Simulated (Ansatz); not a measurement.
BeH2O (SMILES [BeH][OH]) moved off its minimum; all values from Ansatz (a program for electronic structure), cores frozen in correlated methods.
(charge 0, multiplicity 1)
```xyz
4

Be    -0.7981    -0.4044    -0.0179
H     -1.9851    -0.9809     0.0890
O      0.4897     0.1785    -0.1331
H      1.1393     0.7720     0.4221
```

### Question
Give the forces (eV/Å), the total energy and the dipole at CCSD(T)/aug-cc-pVTZ.

### Answer

```
atom      Fx      Fy      Fz
----  ------  ------  ------
Be1    0.280   0.165   0.165
H2    -0.132  -0.063  -0.051
O3     2.269   2.035   1.814
H4    -2.417  -2.137  -1.928
```
Energy -91.0711 hartree, dipole 1.47 D.
